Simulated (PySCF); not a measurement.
Compound: C6H3F3O3.
SMILES: `CC(F)(F)C1=C(F)C(=O)OC1=O`

Torsions of this conformer, `[CH3:1][C:2]([F:3])([F:4])[C:5]1=[C:6]([F:7])[C:8](=[O:9])[O:10][C:11]1=[O:12]`: C1–C2–C5–C6 -132°.

The closed-shell ground state was solved at several levels (PySCF, density fitting, gas phase, non-relativistic). One conformer (not necessarily the lowest) at the PBE0-D3(BJ)/def2-SVP geometry, without solvent, vibrations or thermal averaging.

```json
{"level": "B3LYP/def2-SVPD", "basis functions": "282", "total energy (Eh)": "-755.1162", "HOMO (eV)": "-9.10", "LUMO (eV)": "-3.86", "gap (eV)": "5.24", "dipole (D)": "2.64"}
{"level": "B3LYP/pcSseg-2", "basis functions": "474", "total energy (Eh)": "-755.9505", "HOMO (eV)": "-9.01", "LUMO (eV)": "-3.75", "gap (eV)": "5.26", "dipole (D)": "2.62"}
{"level": "B3LYP/pcJ-1", "basis functions": "354", "total energy (Eh)": "-755.6422", "HOMO (eV)": "-9.02", "LUMO (eV)": "-3.76", "gap (eV)": "5.26", "dipole (D)": "2.58"}
```

**Question.** Estimate the row for PBE0/pcSseg-1, a basis of 219 functions; the other rows only guide the guess.

**Answer.** Total energy -754.7924 Eh, HOMO -9.31 eV, LUMO -3.57 eV, gap 5.74 eV, dipole 2.60 D.

**Question.** Over all these levels, which gives the widest orbital gap and which the narrowest?

**Answer.** PBE0/pcSseg-1 (global hybrid, 25 % exact exchange) has the widest, 5.74 eV, and B3LYP/def2-SVPD (global hybrid, 20 % exact exchange) the narrowest, 5.24 eV. Functional and basis both differ between the two, so the spread mixes both effects.

**Question.** How much does the basis alone move the frontier levels among the 3 B3LYP rows?

**Answer.** The HOMO by 0.09 eV and the LUMO by 0.11 eV. By rising basis size (HOMO, LUMO in eV): def2-SVPD -9.10, -3.86; pcJ-1 -9.02, -3.76; pcSseg-2 -9.01, -3.75.

**Question.** How far do the dipole and the HOMO energy spread over the levels?

**Answer.** The dipole runs from 2.58 to 2.64 D (mean 2.61 D) and the HOMO from -9.31 to -9.01 eV.
